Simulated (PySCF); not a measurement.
Compound: acetamide-aluminium trichloride adduct [AlCl3L], C₂H₅AlCl₃NO.
SMILES with atom numbers: `[CH3:1]/[C:2]([NH2:3])=[O+:4]/[Al-:5]([Cl:6])([Cl:7])[Cl:8]` (hydrogens: H9, H10, H11 on C1; H12, H13 on N3)

All values: PBE0/pcSseg-1 and wB97X-D/def2-SVPD (PySCF, non-relativistic), on one gas-phase PBE0-D3(BJ)/def2-SVP geometry that isn't relaxed in the solvent. The solvent is an IEF-PCM continuum (Bondi radii, 1.10 Å for H, scaled by 1.2). The model holds no explicit solvent molecules, cavitation or dispersion.

Gas phase at PBE0/pcSseg-1: HOMO -8.29 eV, LUMO -1.57 eV, dipole 9.83 D.

What does the continuum do to the energy, the frontier levels and the dipole at PBE0/pcSseg-1 in cyclohexane and dimethylsulfoxide?

| solvent | ε | E(solvent) − E(gas) (kcal/mol) | polarisation term (kcal/mol) | distortion of the solute (kcal/mol) | HOMO (eV) | LUMO (eV) | dipole (D) |
| --- | --- | --- | --- | --- | --- | --- | --- |
| cyclohexane | 2.017 | -6.87 | -7.30 | 0.43 | -8.51 | -1.15 | 10.61 |
| dimethylsulfoxide | 46.83 | -16.25 | -18.73 | 2.48 | -8.82 | -0.66 | 11.69 |

The first energy column is the sum of the next two and covers electrostatics alone. From cyclohexane to dimethylsulfoxide the lowering changes by a factor 2.37, Onsager's factor (ε − 1)/(2ε + 1) by 2.40 and ε itself by 23.2.

Which radius a makes the point-dipole formula ΔE = −[(ε − 1)/(2ε + 1)]·μ²/a³ give the value in dimethylsulfoxide, with the gas-phase dipole?

μ = 3.869 au and |ΔE| = 0.02590 Eh give a = 3.46 Å; the farthest nucleus lies 3.84 Å from the centroid of the nuclei, so such a sphere wouldn't even hold the nuclei. The formula assumes a rigid point dipole at the centre of a sphere.

Which ESP-fitted charges (PBE0/pcSseg-1) respond most in cyclohexane (means over atoms taken as equivalent)?

| atoms | environment | gas (e) | solvent (e) | change |
| --- | --- | --- | --- | --- |
| Al5 | aluminium bonded to 3 Cl and O | +0.626 | +0.645 | +0.019 |
| Cl6/Cl7/Cl8 | chlorine bonded to Al | -0.315 | -0.333 | -0.018 |
| C2 | carbon bonded to C, N and O | +0.833 | +0.850 | +0.017 |
| C1 | methyl carbon | -0.615 | -0.631 | -0.016 |
| H12/H13 | N–H hydrogen | +0.415 | +0.431 | +0.016 |
| O4 | oxygen bonded to Al and C | -0.478 | -0.489 | -0.011 |

How do the nuclear quadrupole coupling constants eQVzz/h respond in cyclohexane?

```tsv
nucleus	Q (barn)	gas (MHz)	solvent (MHz)	η gas	η solvent
14N at N3	0.02044	-3.15	-3.03	0.35	0.33
17O at O4	-0.0256	-7.99	-8.07	0.91	0.84
27Al at Al5	0.1466	9.81	8.97	0.62	0.61
35Cl at Cl6	-0.0817	-28.08	-27.57	0.06	0.04
35Cl at Cl7	-0.0817	-25.25	-25.58	0.34	0.26
35Cl at Cl8	-0.0817	-28.92	-28.26	0.05	0.04
```

Gas phase at wB97X-D/def2-SVPD: HOMO -10.17 eV, LUMO 0.23 eV, dipole 9.56 D.

What does the continuum do to the energy, the frontier levels and the dipole at wB97X-D/def2-SVPD in cyclohexane?

```
    solvent      ε  E(solvent) − E(gas) (kcal/mol)  polarisation term (kcal/mol)  distortion of the solute (kcal/mol)  HOMO (eV)  LUMO (eV)  dipole (D)
cyclohexane  2.017                           -6.62                         -7.09                                 0.47     -10.39       0.63       10.44
```

How does the static polarisability (wB97X-D/def2-SVPD, frozen core, with the continuum's full static response) change?

```json
{"medium": "gas", "isotropic (au)": "98.4", "principal values (au)": "89.5, 98.2, 107.5", "⟨r²⟩ of the electrons (bohr²)": "2042.2"}
{"medium": "cyclohexane", "isotropic (au)": "109.2", "principal values (au)": "99.4, 109.8, 118.3", "⟨r²⟩ of the electrons (bohr²)": "2041.8"}
```

The isotropic value in cyclohexane is 1.11 times the gas-phase one; no cavity-field correction is applied. ⟨r²⟩ is taken about the centre of nuclear charge.

Shape of the structure used: `[CH3:1]/[C:2]([NH2:3])=[O+:4]/[Al-:5]([Cl:6])([Cl:7])[Cl:8]`: C2–O4–Al5–Cl6 -88°, H–N3–C2–C1 1°, H–N3–C2–C1 177°.

Note: wB97X-D ran without an empirical dispersion term, which enters the total energy and its gradient alone.
